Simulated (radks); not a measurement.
Removal energies from the lutetium ion Lu4+, [Xe] 4f(5/2: 6, 7/2: 7), by Delta-SCF beside the eigenvalue of the level emptied. Calculated with a radial shooting solver on a logarithmic mesh with Libxc functionals: Dirac Kohn-Sham, relativistic LDA (MacDonald-Vosko exchange, VWN5 correlation), spin-unpolarised, spherical densities, finite nucleus; Fermi nuclear charge, rms radius of each element as measured or else 0.836 A^(1/3) + 0.57 fm. Sub-shells are occupied by j as written (lower j first in brackets).

removed from,final configuration,Delta-SCF (eV),-eigenvalue (eV)
4f7/2,"[Xe] 4f(5/2: 6, 7/2: 6)",68.930,57.302
4f5/2,"[Xe] 4f(5/2: 5, 7/2: 7)",70.630,58.917
5p3/2,"[Kr] 4d10 4f(5/2: 6, 7/2: 7) 5s2 5p(1/2: 2, 3/2: 3)",80.502,72.607
5p1/2,"[Kr] 4d10 4f(5/2: 6, 7/2: 7) 5s2 5p(1/2: 1, 3/2: 4)",88.640,80.324
